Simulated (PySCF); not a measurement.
# Computed spin Hamiltonian

Species: C8H11 (doublet state).
Numbering: `[CH3:1][CH2:2][C:3]1=[CH:4][CH:5]=[C:6][CH2:7][CH2:8]1` (hydrogens: H9, H10, H11 on C1; H12, H13 on C2; H14 on C4; H15 on C5; H16, H17 on C7; H18, H19 on C8)

Geometry (GFN2-xTB, Å), atoms numbered from 1 in this order:
```xyz
19
C8H11 angstrom
C      2.319   -0.349   -0.896
C      1.494   -0.725    0.336
C      0.163   -0.030    0.347
C     -0.128    0.954    1.198
C     -1.447    1.605    1.172
C     -2.398    1.012    0.496
C     -2.287   -0.245   -0.252
C     -0.826   -0.420   -0.722
H      1.812   -0.656   -1.808
H      3.291   -0.835   -0.863
H      2.471    0.727   -0.932
H      1.338   -1.808    0.345
H      2.051   -0.458    1.236
H      0.573    1.284    1.951
H     -1.575    2.517    1.732
H     -2.947   -0.259   -1.122
H     -2.588   -1.072    0.403
H     -0.670   -1.455   -1.035
H     -0.656    0.222   -1.594
```

The hyperfine couplings belong to this conformer and change with its torsions.

Computed with UKS B3LYP, pcH-1 on C H, non-relativistic, mean-field spin-orbit, GIAO (PySCF 2.14.0). Isolated species at its GFN2-xTB geometry (one conformer only). A GFN2-xTB geometry isn't a minimum of the functional, and hyperfine couplings can be far from their values at a DFT geometry. Stability of the SCF solution: not tested.

```json
{
  "g1, g2, g3": "2.00173, 2.00215, 2.00313",
  "g_iso": "2.00234",
  "Form of g": "rhombic: the two nearest values differ by 29 % of g3 − g1",
  "⟨S²⟩": "0.7645 (exact 0.7500)",
  "α and β electrons": "30, 29"
}
```

Hyperfine couplings atom by atom, in mT; T1 to T3 are the principal values of the dipolar part (MHz turned into mT with g_iso):

```
atom  isotope  a_iso     T1     T2    T3  Mulliken spin population
  C1      13C  -0.13  -0.02   0.00  0.01                      0.00
  C2      13C   0.29  -0.02  -0.01  0.03                      0.01
  C3      13C  -0.37  -0.35   0.15  0.20                     -0.06
  C4      13C   2.18  -0.32  -0.05  0.37                      0.10
  C5      13C   0.25  -0.78   0.06  0.71                     -0.14
  C6      13C  13.23  -2.87  -1.91  4.79                      1.02
  C7      13C   0.90  -0.25  -0.21  0.47                     -0.03
  C8      13C   1.15  -0.21  -0.20  0.41                      0.06
  H9       1H   0.01  -0.03  -0.02  0.04                      0.00
 H10       1H  -0.02  -0.01  -0.01  0.02                      0.00
 H11       1H   0.01  -0.02  -0.01  0.03                      0.00
 H12       1H  -0.13  -0.03  -0.02  0.04                      0.00
 H13       1H  -0.02  -0.03  -0.02  0.05                      0.00
 H14       1H   0.42  -0.12  -0.10  0.22                      0.01
 H15       1H   2.71  -0.24  -0.19  0.44                      0.03
 H16       1H   1.73  -0.27  -0.22  0.49                      0.02
 H17       1H   0.38  -0.25  -0.16  0.41                      0.01
 H18       1H   0.51  -0.14  -0.04  0.17                      0.01
 H19       1H  -0.30  -0.16  -0.06  0.22                     -0.01
```

Largest spin populations (Mulliken): C6 (+1.02), C5 (-0.14), C4 (+0.10) and C3 (-0.06). C6 is the only atom above +0.15.

Axes: g2 points within 11° of the C4–C5 bond.

Under fast tumbling the dipolar parts average out, and these isotropic splittings remain: 1 × 1H (H15, I = 1/2, 2 lines) with 2.71 mT, 2 × 1H (H16/H17, I = 1/2, 3 lines) with 1.05 mT, 1 × 1H (H14, I = 1/2, 2 lines) with 0.42 mT, 2 × 1H (H18/H19, I = 1/2, 3 lines) with 0.11 mT and 2 × 1H (H12/H13, I = 1/2, 3 lines) with 0.08 mT.

Nuclei that the bonding pattern makes equivalent are averaged, as if the motion that swaps them (rotation, inversion, ring flip) were fast. The 1H value of +29.5 MHz is a mean of couplings from 10.5 to 48.4 MHz in this one geometry, not an average over conformers. The 1H value of +3.0 MHz is a mean of couplings from -8.5 to 14.4 MHz in this one geometry, not an average over conformers.

The 13C coupling of C6 (370.8 MHz) shows only in satellite lines or after enrichment, since that isotope makes up about 1.07 % of natural carbon.

Hardware: an Arm Neoverse V2 with one thread, no GPU, on a shared host. Cost: 79 s wall (grids of density and orbitals included), 0.97 GiB resident at most.
